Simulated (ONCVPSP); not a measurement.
Sn: one change to an ONCV potential, before and after

Sn (Z = 50), optimised norm-conserving Vanderbilt (ONCV), made with ONCVPSP 4.0.1 (PBEsol, scalar-relativistic). Core [Ar] 3d10, reference 4s2 4p6 4d10 5s2 5p1 (charge +1). Waves: 4s+5s: rc 1.50 bohr, ncon 5, nbas 9, qcut 6.2 1/bohr, 2 projectors; 4p+5p: rc 1.50 bohr, ncon 3, nbas 8, qcut 11.4 1/bohr, 2 projectors; 4d: rc 1.25 bohr, ncon 4, nbas 8, qcut 12 1/bohr, local. Local part: the d channel. Core correction: Teter function, fcfact 6, rcfact 1.45.

All-electron outer shells of the reference configuration (PBEsol, scalar-relativistic, ld1.x):

```csv
shell,level (eV),outermost node (bohr),outermost maximum (bohr)
3p,-706.51,0.14,0.30
3d,-481.42,–,0.25
4s,-141.76,0.40,0.74
4p,-97.58,0.41,0.79
4d,-33.78,0.39,0.88
5s,-17.88,0.98,1.99
5p,-10.28,1.08,2.43
```

Change: all radii but the core radius scaled by about 1.17 (s 1.76, p 1.76, d 1.46 bohr).

Cutoffs: the cutoffs (Ha) at which the residual kinetic energy of the hardest occupied pseudo-wave falls to 1 and 0.1 mHa per electron; they do not see the model core or the augmentation charge, which bear on the density cutoff. Errors are all-electron minus pseudo energies relative to the spin-unpolarised reference configuration.

Question: Predict the effect on cutoff, ghosts and configuration errors.

Answer: The potential gets softer (46 Ha and 100 Ha → 44 Ha and 52 Ha); the errors of the 4 common tests hardly move; neither file shows a bound ghost. A larger radius leaves more room for a smooth pseudo-wave, so fewer plane waves are needed.

| quantity | base | changed |
| --- | --- | --- |
| cutoff, loose | 46 Ha | 44 Ha |
| cutoff, tight | 100 Ha | 52 Ha |
| loose cutoff by channel | s 23 Ha, p 23 Ha, d 46 Ha | s 12 Ha, p 23 Ha, d 44 Ha |
| bound ghosts | none | none |
| GHOST(+) flags under 300 eV | none | none |
| error for 4s2 4p6 4d10 5s2 5p2, meV [ΔE -6.90 eV] | +1.4 | +1.5 |
| error for 4s2 4p6 4d10 5s2 5p0, meV [ΔE 13.97 eV] | -3.1 | -3.3 |
| error for 4s2 4p6 4d10 5s1 5p0, meV [ΔE 44.99 eV] | -13 | -14 |
| error for 4s2 4p5 4d10 5s2 5p2, meV [ΔE 90.49 eV] | -98 | -101 |
| rms error of d²Exc/dni dnj with the model core, mHa | 2.24 | 2.32 |
